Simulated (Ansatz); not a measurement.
Two isomers of C2H6SSi: A = `C1CS[SiH2]1`, B = `C[SiH]1CS1`.

Program: Ansatz. Geometries: PBE0-D4/def2-TZVP. ΔE: electronic, gas phase. CBS: MP2 limit from def2 TZ/QZ plus the TZ coupled-cluster correction, frozen cores. DFT in def2-TZVPP.

(1) Which is lower in electronic energy at CCSD(T)/CBS, and by how much? (Best estimate.)

(2) Give E(B) − E(A) in kcal/mol with CCSD/def2-TZVPP, BLYP-D4, MP2/def2-TZVPP, r2SCAN-D4, B2PLYP, CCSD(T)/def2-SVP, PBE-D4. (Best estimate.)

(3) Does the order hold for the free energy at 298.15 K (harmonic terms from PBE0-D4)? (An estimate is asked.)

Largest T1 diagnostic: 0.011.

Results:

(1) Ansatz gave: B, by 3.3 kcal/mol.

(2) Ansatz gave: CCSD/def2-TZVPP -2.6, BLYP-D4 -4.4, MP2/def2-TZVPP -3.8, r2SCAN-D4 -5.6, B2PLYP -4.1, CCSD(T)/def2-SVP -0.3, PBE-D4 -4.4. None reverses the order clearly.

(3) Computed: Yes: G(B) − G(A) = -3.6 kcal/mol.

From BLYP to BHLYP (50 % exact exchange), in def2-TZVPP and without D4, E(B) − E(A) moves by +2.4 kcal/mol. In def2-TZVPP, CCSD(T) changes the Hartree–Fock value by −1.6 kcal/mol (the triples alone add −0.4 kcal/mol) and MP2 by −2.3 kcal/mol.
